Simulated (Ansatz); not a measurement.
Frontier orbitals of `BrC1CCCC1`.

The species carries charge 0 and has multiplicity 1. Correlated methods include outer-core shells of Br, which these sets cover unevenly. Scalar relativity is left out up to krypton. The structure was optimised at the PBE0-D4/def2-TZVP level. Basis def2-TZVPP, Ansatz.

Task: Compute the vertical ionisation energy as the energy of the cation minus that of the neutral molecule, at each level. (An estimate is asked.)

Result: The calculation gave: 
```csv
level,IE (eV),difference from CCSD(T)/def2-TZVPP
PBE-D4/def2-TZVPP,9.56,-0.44
r2SCAN-D4/def2-TZVPP,9.71,-0.29
PBE0-D4/def2-TZVPP,9.86,-0.14
B3LYP-D4/def2-TZVPP,9.88,-0.12
ωB97X-V/def2-TZVPP,10.05,0.05
ωB97M-V/def2-TZVPP,9.99,0.00
B2PLYP/def2-TZVPP,9.91,-0.08
HF/def2-TZVPP,9.09,-0.91
MP2/def2-TZVPP,10.17,0.18
CCSD/def2-TZVPP,9.98,-0.02
CCSD(T)/def2-TZVPP,10.00,0.00
HF/def2-QZVPP,9.08,-0.92
MP2/def2-QZVPP,10.30,0.30
```

B3LYP here is the variant with VWN-RPA as its local correlation; programs differ in this.
